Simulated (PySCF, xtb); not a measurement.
C3H10ClNSi, SMILES [Si@H](C)([C@H](N)C)Cl.

GFN2-xTB (xtb) at its own geometry gives an orbital gap of 5.17 eV and a dipole moment of 3.44 D.

Coordinates come from a PBE0-D3(BJ)/def2-SVP optimisation. The structure was generated by enumeration; whether it is a known compound was not checked. The values are those of a single conformer.

**Question.** What does PBE/def2-TZVP run with PySCF give? (An estimate is asked for; the answer gives what the named calculation found.)

**Answer.** gap 5.26 eV (levels -5.57 and -0.31 eV), dipole 3.02 D.
